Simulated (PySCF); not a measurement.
Level of theory: PBE0 in PySCF with As def2-TZVPD, N def2-TZVPD; no relativity; density-fitted integrals. Open shells, if any, are unrestricted.

What shape and geometry does isolated singlet AsN₂⁻ take (every ligand bound to As)?

Counting electrons, arsenic keeps none of its valence electrons outside its bonds, so the VSEPR class is AX2 and the expected shape is linear (D∞h), as computed. The lowest minimum found is a singlet of D∞h symmetry with As–N 1.646 Å (×2); N–As–N 180.0°. Its harmonic wavenumbers are 184 (πu), 937 (σg+), 1072 (σu+) cm⁻¹ and its dipole moment is 0.00 D about the centre of mass.

Other isomers or separated fragments may lie lower. The lowest empty level of this anion is unbound, so it and the gap depend on the basis.
